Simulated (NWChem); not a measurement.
System meant: C4H7O2S, doublet; SMILES O=S1(=O)[CH]CCC1

Input file for NWChem:

```
start job
memory heap 200 mb stack 900 mb global 1100 mb
geometry units angstroms noautoz
  O      0.468456     1.198990     1.311317
  S     -0.020831     0.772840    -0.001188
  O     -0.385157     1.774032    -0.998120
  C     -1.292152    -0.412385     0.219985
  C     -0.795892    -1.801146     0.057324
  C      0.744857    -1.737079     0.044268
  C      1.132462    -0.451486    -0.670139
  H     -2.305120    -0.088661     0.464497
  H     -1.172949    -2.469015     0.850234
  H     -1.170302    -2.225607    -0.896715
  H      1.119031    -1.698330     1.079018
  H      1.186458    -2.620562    -0.438714
  H      0.955184    -0.488798    -1.755727
  H      2.149563    -0.090822    -0.466224
end
basis spherical
  * library def2-svp
end
dft
  odft
  mult 3
  xc xpbe96 cpbe96
  iterations 150
  mulliken
end
task dft energy
```

End of the output:

```
 Summary of "ao basis" -> "" (spherical)
 ------------------------------------------------------------------------------
       Tag                 Description            Shells   Functions and Types
 ---------------- ------------------------------  ------  ---------------------
 *                          def2-svp                  on all atoms

  pbe96 is a nonlocal functional; adding pw91lda local functional.

                                 NWChem DFT Module
                                 -----------------

 Summary of "ao basis" -> "ao basis" (spherical)
 ------------------------------------------------------------------------------
       Tag                 Description            Shells   Functions and Types
 ---------------- ------------------------------  ------  ---------------------
 O                          def2-svp                 6       14   3s2p1d
 S                          def2-svp                 8       18   4s3p1d
 C                          def2-svp                 6       14   3s2p1d
 H                          def2-svp                 3        5   2s1p

 Summary of "ao basis" -> "ao basis" (spherical)
 ------------------------------------------------------------------------------
       Tag                 Description            Shells   Functions and Types
 ---------------- ------------------------------  ------  ---------------------
 O                          def2-svp                 6       14   3s2p1d
 S                          def2-svp                 8       18   4s3p1d
 C                          def2-svp                 6       14   3s2p1d
 H                          def2-svp                 3        5   2s1p

  number of electrons :                   63
  multiplicity        :                    3
 ------------------------------------------------------------------------
  no. of electrons and multiplicity not compatible                  63
 ------------------------------------------------------------------------
 ------------------------------------------------------------------------
  current input line :
    29: task dft energy
 ------------------------------------------------------------------------
 ------------------------------------------------------------------------
 There is an error in the input file
 ------------------------------------------------------------------------
 For more information see the NWChem manual at https://nwchemgit.github.io

0: no. of electrons and multiplicity not compatible:Received an Error in Communication
```

Q: Find the fault in this run and fix the input.

A: The program refused the input. Cause: the multiplicity doesn't fit the number of electrons (an even count wants an odd multiplicity, and the reverse). This input runs:
```
start job
memory heap 200 mb stack 900 mb global 1100 mb
geometry units angstroms noautoz
  O      0.468456     1.198990     1.311317
  S     -0.020831     0.772840    -0.001188
  O     -0.385157     1.774032    -0.998120
  C     -1.292152    -0.412385     0.219985
  C     -0.795892    -1.801146     0.057324
  C      0.744857    -1.737079     0.044268
  C      1.132462    -0.451486    -0.670139
  H     -2.305120    -0.088661     0.464497
  H     -1.172949    -2.469015     0.850234
  H     -1.170302    -2.225607    -0.896715
  H      1.119031    -1.698330     1.079018
  H      1.186458    -2.620562    -0.438714
  H      0.955184    -0.488798    -1.755727
  H      2.149563    -0.090822    -0.466224
end
basis spherical
  O library def2-svp
  S library def2-svp
  C library def2-svp
  H library def2-svp
end
dft
  odft
  mult 2
  xc xpbe96 cpbe96
  iterations 150
  mulliken
end
task dft energy
```
It converges to -704.26991 Ha (PBE/def2-SVP, spin-unrestricted).
